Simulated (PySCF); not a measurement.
Rb₂F₂: fields on a plane

These are results of PBE0 in PySCF with Rb def2-TZVP with ECP28, F def2-TZVP; scalar-relativistic core potentials, no spin–orbit coupling; density-fitted integrals, not measurements.

The singlet minimum has Rb–F 2.530 Å (×4); F–Rb–F 83.0° (×2), Rb–F–Rb 97.0° (×2).

The plane holds Rb1 at (0.00, 0.00), Rb2 at (3.79, 0.00), F3 at (1.90, 1.68), F4 at (1.90, -1.68) Å. Columns run from x = -1.95 to 6.15 Å, rows from y = 4.05 (top) to -3.75 Å, in steps of 0.3 Å. Other isomers or separated fragments may lie lower. Core electrons replaced by a potential are absent, the electrostatic potential uses the reduced nuclear charge, and values within about 0.7 Å of such atoms have no physical meaning.

Give the electrostatic potential (V) (cut at 20 V). Lower edges of the bins (V): '0' -4.38, '1' -4.24, '2' -4.01, '3' -3.65, '4' -3.07, '5' -2.16, '6' -0.72, '7' 1.56, '8' 5.18, '9' 10.91; top 20.0.


```
6666666555555555555566666666
6666665555554455555566666666
6666665555444444455556666666
6666665554433233455566666666
6666665554310002345566666666
6666666553213321345566666666
6666666553258974345666666666
6666666654489997445666666666
6667777665599998556677776666
6777777776589997567777777766
7777889887667876678988777776
7778999998765556799999877776
7778999999876567899999987776
7789999999876667999999987777
7789999999876667999999987777
7778999999876567899999987776
7778999998765556799999877776
7777889887667876678988777776
6777777776589997567777777766
6667777665599998556677776666
6666666654489997445666666666
6666666553258974345666666666
6666666553213321345566666666
6666665554310002345566666666
6666665554433233455566666666
6666665555444444455556666666
6666665555554455555566666666
```

Give the highest occupied orbital (Å^-3/2) at -6.71 eV (cut at ±0.3; overall sign arbitrary). Every second row and column.


```
 0.00  0.00  0.00  0.00  0.00  0.01  0.01  0.01  0.01  0.00  0.00  0.00  0.00  0.00
 0.00  0.00  0.00  0.00  0.01  0.03  0.04  0.04  0.02  0.01  0.00  0.00  0.00  0.00
 0.00  0.00  0.00  0.01  0.02  0.07  0.14  0.13  0.06  0.02  0.01  0.00  0.00  0.00
 0.00  0.00  0.01  0.01  0.03  0.12  0.30  0.30  0.09  0.02  0.01  0.01  0.00  0.00
 0.00  0.01  0.01  0.01  0.00 -0.01 -0.14 -0.07  0.00  0.01  0.01  0.01  0.01  0.00
 0.00  0.01  0.03  0.03 -0.01 -0.12 -0.30 -0.30 -0.09  0.00  0.04  0.03  0.01  0.00
 0.00  0.01  0.04  0.05  0.01 -0.06 -0.11 -0.11 -0.04  0.03  0.06  0.03  0.01  0.00
 0.00 -0.01 -0.02 -0.01 -0.01  0.02  0.03  0.03  0.01 -0.01 -0.02 -0.01  0.00  0.00
 0.00 -0.02 -0.04 -0.05  0.00  0.09  0.24  0.21  0.07 -0.02 -0.06 -0.03 -0.01  0.00
 0.00 -0.01 -0.02 -0.02  0.01  0.10  0.30  0.30  0.07  0.00 -0.02 -0.02 -0.01  0.00
 0.00  0.00 -0.01 -0.01 -0.02 -0.09 -0.30 -0.30 -0.07 -0.02 -0.01 -0.01  0.00  0.00
 0.00  0.00  0.00 -0.01 -0.03 -0.10 -0.27 -0.24 -0.08 -0.02 -0.01  0.00  0.00  0.00
 0.00  0.00  0.00 -0.01 -0.02 -0.04 -0.08 -0.07 -0.04 -0.01 -0.01  0.00  0.00  0.00
 0.00  0.00  0.00  0.00 -0.01 -0.01 -0.02 -0.02 -0.01 -0.01  0.00  0.00  0.00  0.00
```
